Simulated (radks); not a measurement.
Trend from Zr4+ to Cd4+: ionisation energy by Delta-SCF between NIST ground configurations, and size. Calculated with a radial shooting solver on a logarithmic mesh with Libxc functionals: Dirac Kohn-Sham, BLYP, spin-unpolarised, spherical densities, point nucleus; open shells fill j = l - 1/2 first.

| species | configuration | IE (eV) | NIST (eV) | kind | -e(HOMO) (eV) | outermost | <r> outermost (bohr) | r at 0.001 e/bohr^3 (bohr) |
|---|---|---|---|---|---|---|---|---|
| Zr4+ | [Kr] | 80.086 | 80.35 | semi-emp. | 71.955 (4p3/2) | 4p3/2 | 1.33 | 2.90 |
| Nb4+ | [Kr] 4d1 | 50.348 | 50.573 | exp. | 43.448 (4d3/2) | 4d3/2 | 1.61 | 3.01 |
| Mo4+ | [Kr] 4d2 | 53.511 | 54.42 | semi-emp. | 46.325 (4d3/2) | 4d3/2 | 1.52 | 3.05 |
| Tc4+ | [Kr] 4d3 | 56.609 | 57 | theory | 49.138 (4d3/2) | 4d3/2 | 1.44 | 3.04 |
| Ru4+ | [Kr] 4d4 | 59.649 | 59 | theory | 51.897 (4d3/2) | 4d3/2 | 1.37 | 3.02 |
| Rh4+ | [Kr] 4d5 | 62.106 | 63 | theory | 54.123 (4d5/2) | 4d5/2 | 1.32 | 2.99 |
| Pd4+ | [Kr] 4d6 | 65.024 | 61 | theory | 56.768 (4d5/2) | 4d5/2 | 1.26 | 2.95 |
| Ag4+ | [Kr] 4d7 | 67.907 | 65 | theory | 59.382 (4d5/2) | 4d5/2 | 1.21 | 2.91 |
| Cd4+ | [Kr] 4d8 | 70.760 | 68 | theory | 61.968 (4d5/2) | 4d5/2 | 1.16 | 2.87 |

Reference values: NIST Atomic Spectra Database (exp. = measured, semi-emp. = semi-empirical, theory = theoretical value adopted there). Spin polarisation and multiplet splitting are left out, so open shells lie too high by an amount that depends on their filling.

Beside tabulated values, note that spin-unpolarised runs miss the spin-polarisation part of the exchange energy of open shells.
